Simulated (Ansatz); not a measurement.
Computed with Ansatz on PBE0-D4/def2-TZVP structures; ΔE is electronic, products minus reactants. CCSD(T)/CBS adds triple-zeta CCSD(T) − MP2 to the extrapolated MP2 energy (def2 sets, frozen cores). This one scheme is used for every species. DFT in def2-TZVPP. def2 core potentials past Kr. For Sn outer-core shells are correlated without core-valence functions, which leaves a few kJ/mol of doubt a bond.

Reaction (formal exchange of groups at the Al–Sn bond): `[SiH3][AlH][SnH3]` + `CCl` → `[SiH3][AlH][Cl]` + `[CH3][SnH3]`

| level | ΔE (kJ/mol) |
| --- | --- |
| B97M-V | -180.1 |
| r2SCAN | -172.7 |
| r2SCAN0 | -173.1 |
| CCSD/def2-SVP | -177.4 |

**Question.** What does CCSD(T)/CBS give? (Best estimate.)

**Answer.** The calculation gave: -175.0 kJ/mol. The listed levels differ from it by -5.1, 2.3, 1.9, -2.4 kJ/mol.

Largest T1 diagnostic among the species: 0.014.

Leaving LDA and LC-ωPBE aside and taking each functional with its dispersion term where it has one, the values, not all of them listed here, spread over 22.9 kJ/mol, from B97M-V to PBE-D4. From PBE to PBE0 (25 % exact exchange), in def2-TZVPP and without D4, ΔE moves by −5.4 kJ/mol.
